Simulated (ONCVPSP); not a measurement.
Potentials for V compared

Generated with ld1.x 7.5 (TM, RRKJ, ultrasoft, PAW), atompaw 4.2 or ONCVPSP 4.0.1. The cutoff is in Ry: for ld1.x and atompaw files where the sum of valence levels is converged to 10 mRy in a Bessel basis, for ONCV files where the hardest occupied wave has 1 mHa per electron of residual kinetic energy. The error is the largest all-electron minus pseudo excitation energy over each file’s own four to seven test configurations (ionisations up to +4, promotions, holes and added fractions of an electron), all of which were solved. The labels leave out finer settings (local radius, basis sizes, second energies), which also bear on the numbers. Spin-polarised tests are not counted. The rows are a selection from randomly drawn settings: files with unsolved tests, undetermined cutoffs or missed reference levels are left out.

```csv
potential,cutoff (Ry),largest error (meV),bound ghosts
"ONCV, LDA (Perdew-Zunger), scalar-relativistic, rc 1.25/1.25/2.20 (spd), local smoothed, core correction no, reference 3s2 3p6 3d3 4s2, qcut 10.2/10.7/7.3, projectors 3/2/1",78,+103,none
"ONCV, PBEsol, scalar-relativistic, rc 1.55/1.40/1.45 (spd), local smoothed, core correction yes, reference 3s2 3p6 3d3, qcut 8.6/8.6/10.6, projectors 2/3/2",82,+42,none
"ONCV, PBE, scalar-relativistic, rc 1.35/1.45/1.35/1.25 (spdf), local smoothed, core correction yes, reference 3s2 3p6 3d3 4s2, qcut 10.3/8.2/13.8/7.8, projectors 2/2/2/2",114,+11,none
"ONCV, revPBE, scalar-relativistic, rc 1.80/1.10/1.30 (spd), local smoothed, core correction no, reference 3s2 3p6 3d3 4s1, qcut 5.6/7.2/13.8, projectors 2/2/1",126,-209,none
"ONCV, LDA (Perdew-Zunger), scalar-relativistic, rc 2.90/2.85/1.85 (spd), local smoothed, core correction yes, reference 3d4 4s1, qcut 2/3.2/7, projectors 2/2/1",42,-115,none
```

**Question.** Fill in the row for V: ONCV, PBE, scalar-relativistic, rc 2.60/1.90/1.90 (spd), local p, core correction no, reference 3d3 4s2, qcut 2.8/4.3/7.9, projectors 2/0/2.

**Answer.** cutoff 50 Ry, largest error +389 meV, bound ghosts: none.

**Question.** Fill in the row for V: ONCV, PBEsol, scalar-relativistic, rc 1.80/1.70/1.45 (spd), local d, core correction yes, reference 3s2 3p6 3d3 4s1.75 4p0.25, qcut 6.1/8.3/10.2, projectors 2/3/0.

**Answer.** cutoff 82 Ry, largest error -2.4 meV, bound ghosts: none.
